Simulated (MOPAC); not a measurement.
A run for MOPAC: PM7 on SbH, 2S+1 = 3, a spin state set in the input, which need not be the lowest, a point of a bond scan (R = 1.879 Å).

```
PM7 1SCF PRECISE CHARGE=0 UHF MS=1 THREADS=1
HSb

H      0.00000000 1     0.00000000 1     0.00000000 1
Sb     0.00000000 1     0.00000000 1     1.87917800 1
```

The log:

```
*******************************************************************************
 **                                                                           **
 **                              MOPAC v23.2.5                                **
 **                                                                           **
 *******************************************************************************
 ** MOPAC's Digital Object Identifier: https://doi.org/10.5281/zenodo.6511958 **
 **                                                                           **
 ** Please cite the open-source release paper for use of this MOPAC version:  **
 ** J. E. Moussa and J. J. P. Stewart (2026)                                  **
 ** MOPAC: An open-source semiempirical molecular orbital program             **
 ** J. Open Source Softw., 11(119), 8025, https://doi.org/10.21105/joss.08025 **
 *******************************************************************************

                              PM7 CALCULATION RESULTS

 *******************************************************************************
 *  PM7        - The PM7 Hamiltonian to be used
 *  UHF        - UNRESTRICTED HARTREE-FOCK CALCULATION
 *
 *
 *
 *                 CHARGE ON SYSTEM = 0
 *
 *
 *
 *  MS=        - IN MECI, MAGNETIC COMPONENT OF SPIN =  1.0
 *  PRECISE    - TIGHTER CRITERIA TO BE USED
 *  1SCF       - DO 1 SCF AND THEN STOP
 *  THREADS=1  - MULTI-THREADING NOT USED
 *  T=         - A TIME OF 172800.0 SECONDS REQUESTED
 *  DUMP=N     - RESTART FILE WRITTEN EVERY 7200.0 SECONDS REQUESTED
 *******************************************************************************
PM7 1SCF PRECISE CHARGE=0 UHF MS=1 THREADS=1
 HSb

   ATOM   CHEMICAL          X               Y               Z
  NUMBER   SYMBOL      (ANGSTROMS)     (ANGSTROMS)     (ANGSTROMS)

     1       H          0.00000000  *   0.00000000  *   0.00000000  *
     2      Sb          0.00000000  *   0.00000000  *   1.87917800  *



          CARTESIAN COORDINATES

    NO.       ATOM           X           Y           Z

     1         H          0.0000      0.0000      0.0000
     2        Sb          0.0000      0.0000      1.8792

 General Reference for PM7:
 "Optimization of Parameters for Semiempirical Methods VI: More Modifications to the
 NDDO Approximations and Re-optimization of Parameters", J. J. P. Stewart, J. Mol. Mod., 1:32, 19 (2013)
 https://link.springer.com/article/10.1007/s00894-012-1667-x

           Empirical Formula: H Sb  =     2 atoms



      MOLECULAR POINT GROUP   :   C*v


          UHF CALCULATION, NO. OF ALPHA ELECTRONS =    4
                           NO. OF BETA  ELECTRONS =    2

 -------------------------------------------------------------------------------
 PM7 1SCF PRECISE CHARGE=0 UHF MS=1 THREADS=1
 HSb



     1SCF WAS SPECIFIED, SO BFGS WAS NOT USED
     SCF FIELD WAS ACHIEVED


                              PM7 CALCULATION
                                                       MOPAC v23.2.5 Linux




          FINAL HEAT OF FORMATION =         63.96332 KCAL/MOL =     267.62253 KJ/MOL


          COSMO AREA              =         82.09 SQUARE ANGSTROMS
          COSMO VOLUME            =         69.76 CUBIC ANGSTROMS

          IONIZATION POTENTIAL    =          9.002053 EV
          ALPHA SOMO LUMO (EV)    =         -9.002  1.411
          BETA  SOMO LUMO (EV)    =        -11.558 -1.228
          NO. OF ALPHA ELECTRONS  =          4
          NO. OF BETA  ELECTRONS  =          2
          MOLECULAR WEIGHT        =        122.7579         POINT GROUP:  C*v

          MOLECULAR DIMENSIONS (Angstroms)

            Atom       Atom       Distance
           Sb     2    H     1     1.87918
           Sb     2    H     1     0.00000
            H     1   Sb     2     0.00000


          SCF CALCULATIONS        =          1





   ATOM   CHEMICAL          X               Y               Z
  NUMBER   SYMBOL      (ANGSTROMS)     (ANGSTROMS)     (ANGSTROMS)

     1       H          0.00000000  *   0.00000000  *   0.00000000  *
     2      Sb          0.00000000  *   0.00000000  *   1.87917800  *

                             CARTESIAN COORDINATES

   1    H        0.000000000     0.000000000     0.000000000
   2   Sb        0.000000000     0.000000000     1.879178000


           Empirical Formula: H Sb  =     2 atoms



      MOLECULAR POINT GROUP   :   C*v


          ALPHA EIGENVALUES
 -38.25496 -11.89116  -9.00205  -9.00205   1.41091  16.82249  16.82249  16.82441
  16.82441  17.85914


           BETA EIGENVALUES
 -30.98780 -11.55846  -1.22756  -1.22756   1.56284  16.81938  16.81938  16.82916
  16.82916  17.75872


              NET ATOMIC CHARGES AND DIPOLE CONTRIBUTIONS

  ATOM NO.   TYPE          CHARGE      No. of ELECS.   s-Pop       p-Pop       d-Pop
    1          H           0.013619        0.9864     0.98638
    2         Sb          -0.013619        5.0136     1.98473     2.98996     0.03893
 DIPOLE           X         Y         Z       TOTAL
 POINT-CHG.     0.000     0.000    -0.123     0.123
 HYBRID        -0.000    -0.000     0.535     0.535
 SUM           -0.000    -0.000     0.412     0.412


          ATOMIC ORBITAL ELECTRON POPULATIONS

     Atom    s        px        py        pz      x^2-y^2     xz        z^2       yz        xy
    1  H   0.98638
    2 Sb   1.98473   1.00000   1.00000   0.98996   0.00000   0.00000   0.03893   0.00000   0.00000


                    (SZ)    =    1.000000
                    (S**2)  =    2.017841


          ATOMIC ORBITAL SPIN POPULATIONS

    Atom   Total    s     px     py     pz   x^2-y^2  xz     z^2    yz     xy
         Atomic
    1  H -0.1273 -0.127
    2 Sb  2.1273  0.001  1.000  1.000  0.133 -0.000  0.000 -0.006  0.000  0.000

 **********************
 *                    *
 * JOB ENDED NORMALLY *
 *                    *
 **********************




 == MOPAC DONE ==
```

The run finished.

Cost: around 0.05 core-seconds (rough).
